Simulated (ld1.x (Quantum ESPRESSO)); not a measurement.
**Varying the PAW potential for tin**

Base potential:

tin, PAW, made with ld1.x (Quantum ESPRESSO) 7.5 (BLYP, scalar-relativistic). Core [Kr], reference 4d10 5s2 5p2. Waves: 5s (bound): rcut 1.75, rcutus 2.20 bohr; 5s channel at -0.45 Ry: rcut 1.75, rcutus 2.20 bohr; 5p (bound): rcut 1.55, rcutus 2.15 bohr; 5p channel at 0.85 Ry: rcut 1.55, rcutus 2.15 bohr; 4d (bound): rcut 1.10, rcutus 1.30 bohr; 4d channel at -1.45 Ry: rcut 1.10, rcutus 1.30 bohr. Local part: all-electron potential smoothed inside 1.35 bohr (lloc = -2). Core correction: Bessel-smoothed model core inside 1.20 bohr. Augmentation charge: BESSEL, radius 1.05 bohr.

Cutoffs, loose and tight: the cutoffs (Ry, on a coarse ladder) from which the occupation-weighted sum of valence levels, in a spherical-Bessel basis at the reference potential, stays within 10 and 1 mRy of its value at 400 Ry. They do not see the model core or the augmentation charge, which bear on the density cutoff. Test errors are all-electron minus pseudo excitation energies from the reference, over the configurations 4d10 5s2 5p1; 4d10 5s2 5p0; 4d10 5s1 5p0; 4d9 5s2 5p3; 4d10 5s2 5p1.5; 4d10 5s1 5p2; 4d10 5s1 5p3. A dash means not determined; rows that change the core or the reference have their own tests. The largest error is taken over the tests solved by every variant that gives reliable tests at all: 4d10 5s1 5p0; 4d10 5s2 5p0; 4d10 5s2 5p1.

Cutoffs are not given where the Bessel-basis levels miss the radial ones by over 6 mRy, ghosts where they miss by over 20 mRy; a channel whose overlap is not positive is not tested.

| change | outcome | cutoff, loose | cutoff, tight | bound ghosts | largest test error (meV) |
| --- | --- | --- | --- | --- | --- |
| base | generated | 90 Ry | 140 Ry | none | -4.8 |
| core correction a·sin(br)/r model core, default radius (ld1.x builds one for every PAW set, though the input has nlcc=.false.) | generated, misses its reference levels by 0.28 eV | – | – | not determined | +93 |
| core correction Bessel-smoothed model core inside 0.60 bohr | generated | 90 Ry | 140 Ry | none | -4.6 |
| core correction Bessel-smoothed model core inside 0.78 bohr | generated | 90 Ry | 140 Ry | none | -4.8 |
| core correction Bessel-smoothed model core inside 1.02 bohr | generated | 90 Ry | 140 Ry | none | -4.8 |
| core correction Bessel-smoothed model core inside 1.12 bohr | generated | 90 Ry | 140 Ry | none | -4.8 |
| core correction Bessel-smoothed model core inside 1.38 bohr | generated | 90 Ry | 140 Ry | none | -5.1 |
| core correction Bessel-smoothed model core inside 1.54 bohr | generated | 90 Ry | 140 Ry | none | -5.3 |
